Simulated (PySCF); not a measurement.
## InP at BHandHLYP

Level: BHandHLYP. PySCF, scalar-relativistic core potentials, basis sets In def2-TZVPPD with ECP28, P def2-TZVPPD.

For InP, the state is ³Σ⁻ (triplet), unpaired electrons π ↑↑. The bond length is 2.646 Å, the harmonic wavenumber is 258 cm⁻¹ and the force constant is 0.954 mdyn/Å. The rotational constant Be is 0.09866 cm⁻¹ and the anharmonicity ωexe is 0.825 cm⁻¹. The vibration–rotation constant αe is 0.000470 cm⁻¹ and the well depth De to In + P is 42.3 kcal/mol. The dissociation energy D0 is 41.9 kcal/mol, the bond order (Mayer) is 1.08 and the dipole moment (positive dipole means In(−)P(+)) is -2.20 D.

Spin–orbit coupling is left out, which matters for elements this heavy, above all for dissociation energies. The state was picked by a PBE0 search and need not be the measured ground state.
